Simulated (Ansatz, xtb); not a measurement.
C4H6ClNSi: which of two isomers lies lower

Structure X is `[SiH3]c1cc[nH]c1Cl`, a singlet and structure Y is `[SiH3]n1cccc1Cl`, a singlet. Both are isolated molecules in the gas phase, relaxed with PBE0-D3(BJ)/def2-SVP.

Quicker runs give these differences E(Y) − E(X): GFN2-xTB −0.953 eV; HF/STO-3G −0.599 eV (at GFN2-xTB geometries); r2SCAN-D4/def2-SVP −0.249 eV (at GFN2-xTB geometries).

Q: Estimate E(Y) − E(X) at the level CCSD(T)/def2-SVP + ΔMP2/def2-TZVPP.

A: Calculated at CCSD(T)/def2-SVP + ΔMP2/def2-TZVPP: E(Y) − E(X) = −0.421 eV, so structure Y lies lower.

Level by level:

```
                             level              geometry  E(Y) − E(X) (eV)  departure from the last row (eV)  job, with rough time for the two
                          GFN2-xTB              GFN2-xTB              −0.953                            −0.533              optimisation, 0.14 s
                         HF/STO-3G              GFN2-xTB              −0.599                            −0.179              single point, 0.62 s
                r2SCAN-D4/def2-SVP              GFN2-xTB              −0.249                            +0.171               single point, 8.1 s
              PBE0-D3(BJ)/def2-SVP  PBE0-D3(BJ)/def2-SVP              −0.265                            +0.155                optimisation, 54 s
                       HF/def2-SVP  PBE0-D3(BJ)/def2-SVP              −0.386                            +0.034           part of the CCSD(T) run
                      MP2/def2-SVP  PBE0-D3(BJ)/def2-SVP              −0.345                            +0.075           part of the CCSD(T) run
                  CCSD(T)/def2-SVP  PBE0-D3(BJ)/def2-SVP              −0.354                            +0.066                      single point
CCSD(T)/def2-SVP + ΔMP2/def2-TZVPP  PBE0-D3(BJ)/def2-SVP              −0.421                                               single point, 1.8 min
```

As drawn, Y has 1 N–Si, 1 C–H in place of 1 C–Si, 1 N–H.

None of the levels shown reverses the order. The largest departure from CCSD(T)/def2-SVP + ΔMP2/def2-TZVPP is that of GFN2-xTB, 0.533 eV. The last row adds to CCSD(T) the change of the MP2 difference between the two basis sets, here −0.066 eV.

With thermal terms from frequencies at re-optimised GFN2-xTB minima (ideal gas, soft modes damped towards free rotors, one conformer each, 298.15 K, 1 atm): the zero-point term adds +0.015 eV; ΔH is −0.415 and ΔG −0.387 eV.

The correlated steps freeze 15 core orbitals. Programs: Ansatz 0.2.0, xtb 6.7.1; the last row on 2 threads of Arm Neoverse V2 on a shared host.
